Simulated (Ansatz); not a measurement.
Reaction (SMILES): [GaH] (GaH) (closed-shell singlet) → Ga atom + H atom
B3LYP-D3(BJ)/def2-TZVP geometries, fixed; electronic energies without zero-point terms.
Largest species:
```xyz
2

Ga     0.0000     0.0000    -0.0528
H      0.0000     0.0000     1.6363
```
Charge 0, spin multiplicity 1.

Basis-set convergence of the atomisation energy at CCSD(T) with Ansatz (a program for electronic structure). All functions are spherical. Cores are frozen (with 3d on Ga to Br). Open shells are unrestricted. No added dispersion term, no relativity. Functions are those of the species that has most. Reference: Hartree-Fock in aug-cc-pV5Z plus the correlation part extrapolated as X^-3 from aug-cc-pVQZ and aug-cc-pV5Z, 68.75 kcal/mol, itself unsure by roughly 0.06 kcal/mol (a third of the extrapolation step and of the last Hartree-Fock step). Deviations are taken from unrounded values.

| basis | functions |
|---|---|
| pcseg-0 | 24 |
| pcseg-1 | 32 |
| aug-pcseg-1 | 45 |
| pcseg-2 | 57 |
| aug-pcseg-2 | 82 |
| pcseg-3 | 101 |
| aug-pcseg-3 | 142 |
| pcseg-4 | 172 |

Problem. Which is the smallest pcseg set listed that can be trusted to 4 kcal/mol here, that is, within that of the reference together with its larger relatives (same family, alike in diffuse functions; a set with none to test it counts only in the reference's own line)?

Solution. The smallest set listed that lies within 4 kcal/mol of the reference with all its larger relatives (same family, alike in diffuse functions; a set with none counts only in the reference's own line) is pcseg-2 (57 functions, -1.67 kcal/mol off). Value minus reference: pcseg-0 -11.85, pcseg-1 -5.48, aug-pcseg-1 -4.66, pcseg-2 -1.67, aug-pcseg-2 -1.15, pcseg-3 -0.39, aug-pcseg-3 -0.33, pcseg-4 0.06 kcal/mol.
